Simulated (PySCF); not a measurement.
C$_{5}$H$_{6}$N, charge +1, singlet, geometry from GFN2-xTB, with bond 9-3 at 1.8 times its length; PySCF with PBE0/STO-3G.

PySCF was given this input:
```python
from pyscf import gto, scf, dft

mol = gto.M(
    atom='''
C     1.415049   -0.016651    0.025400
C     0.727510    1.192714    0.019921
C    -0.652788    1.179944   -0.005021
N    -1.308963    0.015402   -0.023495
C    -0.680123   -1.164260   -0.018905
C     0.699499   -1.209505    0.005694
H     2.494384   -0.029351    0.044773
H     1.256347    2.132614    0.034818
H    -1.703678    2.815903   -0.014609
H    -2.327549    0.027388   -0.041779
H    -1.284983   -2.059139   -0.034914
H     1.206275   -2.161591    0.009385
''',
    basis='sto-3g',
    charge=1,
    spin=0,
    verbose=4,
)

mf = dft.RKS(mol)
mf.xc = 'pbe0'
mf.kernel()
mo_i, mo_e, stable_i, stable_e = mf.stability(internal=True, external=True, return_status=True, nroots=6, tol=1e-6)
print('internally stable:', stable_i, ' externally stable:', stable_e)
if not stable_e:
    umf = mf.to_uhf() if not hasattr(mf, 'xc') else mf.to_uks()
    umf.scf_summary = {}
    umf.kernel(umf.make_rdm1(mo_e, umf.mo_occ))
mf.analyze()
```

What the program printed (banner, timings and long lists left out):

```
PySCF version 2.14.0

[INPUT] verbose = 4
[INPUT] num. atoms = 12
[INPUT] num. electrons = 42
[INPUT] charge = 1
[INPUT] spin (= nelec alpha-beta = 2S) = 0
[INPUT] symmetry False subgroup None
[INPUT] Mole.unit = angstrom
[INPUT] Symbol           X                Y                Z      unit          X                Y                Z       unit  Magmom
[INPUT]  1 C      1.415049000000  -0.016651000000   0.025400000000 AA    2.674055062840  -0.031465829700   0.047999043564 Bohr   0.0
[INPUT]  2 C      0.727510000000   1.192714000000   0.019921000000 AA    1.374794652882   2.253902804934   0.037645234127 Bohr   0.0
[INPUT]  3 C     -0.652788000000   1.179944000000  -0.005021000000 AA   -1.233590537403   2.229771002324  -0.009488314871 Bohr   0.0
[INPUT]  4 N     -1.308963000000   0.015402000000  -0.023495000000 AA   -2.473581577189   0.029105561771  -0.044399115297 Bohr   0.0
[INPUT]  5 C     -0.680123000000  -1.164260000000  -0.018905000000 AA   -1.285246201018  -2.200132537786  -0.035725272385 Bohr   0.0
[INPUT]  6 C      0.699499000000  -1.209505000000   0.005694000000 AA    1.321861534407  -2.285633196292   0.010760100553 Bohr   0.0
[INPUT]  7 H      2.494384000000  -0.029351000000   0.044773000000 AA    4.713702609497  -0.055465351482   0.084608707775 Bohr   0.0
[INPUT]  8 H      1.256347000000   2.132614000000   0.034818000000 AA    2.374151747419   4.030056389413   0.065796484205 Bohr   0.0
[INPUT]  9 H     -1.703678000000   2.815903000000  -0.014609000000 AA   -3.219484824447   5.321285463341  -0.027607008954 Bohr   0.0
[INPUT] 10 H     -2.327549000000   0.027388000000  -0.041779000000 AA   -4.398430151505   0.051755819100  -0.078950867758 Bohr   0.0
[INPUT] 11 H     -1.284983000000  -2.059139000000  -0.034914000000 AA   -2.428265944722  -3.891208762411  -0.065977897913 Bohr   0.0
[INPUT] 12 H      1.206275000000  -2.161591000000   0.009385000000 AA    2.279529380910  -4.084814983325   0.017735079679 Bohr   0.0

nuclear repulsion = 214.444204200444
number of shells = 24
number of NR pGTOs = 108
number of NR cGTOs = 36
basis = sto-3g
ecp = {}

******** <class 'pyscf.dft.rks.RKS'> ********
method = RKS
initial guess = minao
damping factor = 0
level_shift factor = 0
DIIS = <class 'pyscf.scf.diis.CDIIS'>
diis_start_cycle = 1
diis_space = 8
diis_damp = 0
SCF conv_tol = 1e-09
SCF conv_tol_grad = None
SCF max_cycles = 50
direct_scf = True
direct_scf_tol = 1e-13
XC library pyscf.dft.libxc version 7.1.2
    S. Lehtola, C. Steigemann, M. J. T. Oliveira, and M. A. L. Marques,  SoftwareX 7, 1–5 (2018)
XC functionals = pbe0
    C. Adamo and V. Barone,  J. Chem. Phys. 110, 6158 (1999)
    M. Ernzerhof and G. E. Scuseria,  J. Chem. Phys. 110, 5029 (1999)
radial grids:
    Treutler-Ahlrichs [JCP 102, 346 (1995); DOI:10.1063/1.469408] (M4) radial grids

becke partition: Becke, JCP 88, 2547 (1988); DOI:10.1063/1.454033
pruning grids: <function nwchem_prune>
grids dens level: 3
symmetrized grids: False
atomic radii adjust function: <function treutler_atomic_radii_adjust>
small_rho_cutoff = 0
Set gradient conv threshold to 3.16228e-05
Initial guess from minao.
tot grids = 143344
init E= -246.603667119483
cycle= 1 E= -245.157203729075  delta_E= 1.45  |g|= 0.244  |ddm|=  4.8
cycle= 2 E= -245.125506997395  delta_E= 0.0317  |g|= 0.395  |ddm|= 0.864
cycle= 3 E= -245.179928056166  delta_E= -0.0544  |g|= 0.0558  |ddm|= 0.576
cycle= 4 E= -245.180470876748  delta_E= -0.000543  |g|= 0.0426  |ddm|= 0.137
cycle= 5 E= -245.181150734684  delta_E= -0.00068  |g|= 0.00687  |ddm|= 0.0647
cycle= 6 E= -245.181165119614  delta_E= -1.44e-05  |g|= 0.00224  |ddm|= 0.0116
cycle= 7 E= -245.181166824622  delta_E= -1.71e-06  |g|= 0.000135  |ddm|= 0.00317
cycle= 8 E= -245.18116683117  delta_E= -6.55e-09  |g|= 9.83e-05  |ddm|= 0.000377
cycle= 9 E= -245.181166834179  delta_E= -3.01e-09  |g|= 1.83e-05  |ddm|= 0.000123
cycle= 10 E= -245.1811668343  delta_E= -1.22e-10  |g|= 4.74e-06  |ddm|= 2.85e-05
Extra cycle  E= -245.181166834298  delta_E= 2.56e-12  |g|= 5.56e-06  |ddm|= 1.19e-05
converged SCF energy = -245.181166834298
rhf_internal: lowest eigs of H = [0.81218334 0.91487941 0.96794577 0.98446791 1.1166763  1.20180401]
<class 'pyscf.dft.rks.RKS'> wavefunction is stable in the internal stability analysis
rhf_real2complex: lowest eigs of H = [0.19012463 0.19335923 0.20363302 0.21813312 0.23495948 0.24007811]
<class 'pyscf.dft.rks.RKS'> wavefunction is stable in the real -> complex stability analysis
rhf_external: lowest eigs of H = [-0.0191301   0.10033637  0.13802935  0.1610035   0.17125819  0.20841087]
<class 'pyscf.dft.rks.RKS'> wavefunction has an RHF/RKS -> UHF/UKS instability
internally stable: True  externally stable: False

******** <class 'pyscf.dft.uks.UKS'> ********
method = UKS
initial guess = minao
damping factor = 0
level_shift factor = 0
DIIS = <class 'pyscf.scf.diis.CDIIS'>
diis_start_cycle = 1
diis_space = 8
diis_damp = 0
SCF conv_tol = 1e-09
SCF conv_tol_grad = None
SCF max_cycles = 50
direct_scf = True
direct_scf_tol = 1e-13
number electrons alpha = 21  beta = 21
XC library pyscf.dft.libxc version 7.1.2
    S. Lehtola, C. Steigemann, M. J. T. Oliveira, and M. A. L. Marques,  SoftwareX 7, 1–5 (2018)
XC functionals = pbe0
    C. Adamo and V. Barone,  J. Chem. Phys. 110, 6158 (1999)
    M. Ernzerhof and G. E. Scuseria,  J. Chem. Phys. 110, 5029 (1999)
radial grids:
    Treutler-Ahlrichs [JCP 102, 346 (1995); DOI:10.1063/1.469408] (M4) radial grids

becke partition: Becke, JCP 88, 2547 (1988); DOI:10.1063/1.454033
pruning grids: <function nwchem_prune>
grids dens level: 3
symmetrized grids: False
atomic radii adjust function: <function treutler_atomic_radii_adjust>
small_rho_cutoff = 0
Set gradient conv threshold to 3.16228e-05
init E= -245.011916552263
cycle= 1 E= -244.972489392547  delta_E= 0.0394  |g|= 0.483  |ddm|= 1.73
cycle= 2 E= -244.636558898385  delta_E= 0.336  |g|= 0.768  |ddm|= 1.86
cycle= 3 E= -245.169682115214  delta_E= -0.533  |g|= 0.0974  |ddm|= 1.19
cycle= 4 E= -245.180438033162  delta_E= -0.0108  |g|= 0.0368  |ddm|= 0.271
cycle= 5 E= -245.181256191086  delta_E= -0.000818  |g|= 0.0169  |ddm|= 0.0484
cycle= 6 E= -245.181516947057  delta_E= -0.000261  |g|= 0.00486  |ddm|= 0.0251
cycle= 7 E= -245.181561341631  delta_E= -4.44e-05  |g|= 0.00271  |ddm|= 0.0118
cycle= 8 E= -245.181581216795  delta_E= -1.99e-05  |g|= 0.00243  |ddm|= 0.00665
cycle= 9 E= -245.181592291014  delta_E= -1.11e-05  |g|= 0.00241  |ddm|= 0.00383
cycle= 10 E= -245.181660327806  delta_E= -6.8e-05  |g|= 0.00235  |ddm|= 0.0238
cycle= 11 E= -245.181732863268  delta_E= -7.25e-05  |g|= 0.00237  |ddm|= 0.0257
cycle= 12 E= -245.181841359444  delta_E= -0.000108  |g|= 0.00223  |ddm|= 0.0398
cycle= 13 E= -245.182002861531  delta_E= -0.000162  |g|= 0.00187  |ddm|= 0.0708
cycle= 14 E= -245.181791427205  delta_E= 0.000211  |g|= 0.00659  |ddm|= 0.202
cycle= 15 E= -245.181820234657  delta_E= -2.88e-05  |g|= 0.00417  |ddm|= 0.275
cycle= 16 E= -245.181995541075  delta_E= -0.000175  |g|= 0.00263  |ddm|= 0.0724
cycle= 17 E= -245.182046963095  delta_E= -5.14e-05  |g|= 0.00178  |ddm|= 0.0302
cycle= 18 E= -245.182067706244  delta_E= -2.07e-05  |g|= 0.00128  |ddm|= 0.0173
cycle= 19 E= -245.182085774143  delta_E= -1.81e-05  |g|= 0.000308  |ddm|= 0.0435
cycle= 20 E= -245.182086630018  delta_E= -8.56e-07  |g|= 4.48e-05  |ddm|= 0.00809
cycle= 21 E= -245.182086637438  delta_E= -7.42e-09  |g|= 2.79e-05  |ddm|= 0.000315
cycle= 22 E= -245.182086610204  delta_E= 2.72e-08  |g|= 5.29e-05  |ddm|= 0.00193
cycle= 23 E= -245.182086641232  delta_E= -3.1e-08  |g|= 9.43e-06  |ddm|= 0.00119
cycle= 24 E= -245.18208664215  delta_E= -9.17e-10  |g|= 1.08e-06  |ddm|= 0.00024
Extra cycle  E= -245.18208664215  delta_E= -5.12e-13  |g|= 1.21e-06  |ddm|= 3.05e-06
converged SCF energy = -245.18208664215  <S^2> = 0.18007553  2S+1 = 1.3116029
**** SCF Summaries ****
Total Energy =                        -245.181166834297869
Nuclear Repulsion Energy =             214.444204200444460
One-electron Energy =                 -745.618489144434989
Two-electron Energy =                  285.993118109692659
Two-electron Coulomb Energy =          321.442416505556196
DFT Exchange-Correlation Energy =      -35.449298395863565
**** MO energy ****
MO #1   energy= -14.5923716335692  occ= 2
MO #2   energy= -10.3604743363454  occ= 2
MO #3   energy= -10.3470026971746  occ= 2
MO #4   energy= -10.3095401459031  occ= 2
MO #5   energy= -10.2978729132329  occ= 2
MO #6   energy= -10.2970323305364  occ= 2
MO #7   energy= -1.23642959912429  occ= 2
MO #8   energy= -1.03361762897395  occ= 2
MO #9   energy= -0.989834333154023 occ= 2
MO #10  energy= -0.863743771998786 occ= 2
MO #11  energy= -0.855910888047738 occ= 2
MO #12  energy= -0.779191280125504 occ= 2
MO #13  energy= -0.697008968410962 occ= 2
MO #14  energy= -0.678677578760553 occ= 2
MO #15  energy= -0.65610404672977  occ= 2
MO #16  energy= -0.636758331201525 occ= 2
MO #17  energy= -0.593554678996492 occ= 2
MO #18  energy= -0.561093531727526 occ= 2
MO #19  energy= -0.490931160065375 occ= 2
MO #20  energy= -0.469673134486305 occ= 2
MO #21  energy= -0.454310567803287 occ= 2
MO #22  energy= -0.204049860152191 occ= 0
MO #23  energy= -0.188888766004472 occ= 0
MO #24  energy= -0.140441509495324 occ= 0
MO #25  energy= 0.0169267048314138 occ= 0
MO #26  energy= 0.0943103751341123 occ= 0
MO #27  energy= 0.172241802642434  occ= 0
MO #28  energy= 0.17932945704683   occ= 0
MO #29  energy= 0.219564799824578  occ= 0
 ** Mulliken pop on meta-lowdin orthogonal AOs  **
 ** Mulliken pop  **
pop of  0 C 1s            1.99967
pop of  0 C 2s            1.04043
pop of  0 C 2px           1.06287
pop of  0 C 2py           0.99780
pop of  0 C 2pz           0.86027
pop of  1 C 1s            1.99966
pop of  1 C 2s            1.02755
pop of  1 C 2px           0.99485
pop of  1 C 2py           1.04627
pop of  1 C 2pz           0.96370
pop of  2 C 1s            1.99976
pop of  2 C 2s            1.15812
pop of  2 C 2px           0.97965
pop of  2 C 2py           0.91282
pop of  2 C 2pz           0.87181
pop of  3 N 1s            1.99977
pop of  3 N 2s            1.22548
pop of  3 N 2px           1.19735
pop of  3 N 2py           1.15508
pop of  3 N 2pz           1.40792
pop of  4 C 1s            1.99969
pop of  4 C 2s            1.02683
pop of  4 C 2px           1.02462
pop of  4 C 2py           0.93529
pop of  4 C 2pz           0.94527
pop of  5 C 1s            1.99966
pop of  5 C 2s            1.02560
pop of  5 C 2px           0.99315
pop of  5 C 2py           1.05040
pop of  5 C 2pz           0.95112
pop of  6 H 1s            0.89016
pop of  7 H 1s            0.88943
pop of  8 H 1s            0.83016
pop of  9 H 1s            0.76428
pop of  10 H 1s           0.88380
pop of  11 H 1s           0.88972
 ** Mulliken atomic charges  **
charge of    0C =      0.03897
charge of    1C =     -0.03204
charge of    2C =      0.07784
charge of    3N =      0.01441
charge of    4C =      0.06830
charge of    5C =     -0.01993
charge of    6H =      0.10984
charge of    7H =      0.11057
charge of    8H =      0.16984
charge of    9H =      0.23572
charge of   10H =      0.11620
charge of   11H =      0.11028

WARN: System has nonzero charge 1; the dipole moment is origin-dependent.
Location of origin: [0. 0. 0.]

Dipole moment(X, Y, Z, Debye): -2.75871,  1.03065, -0.04382
```
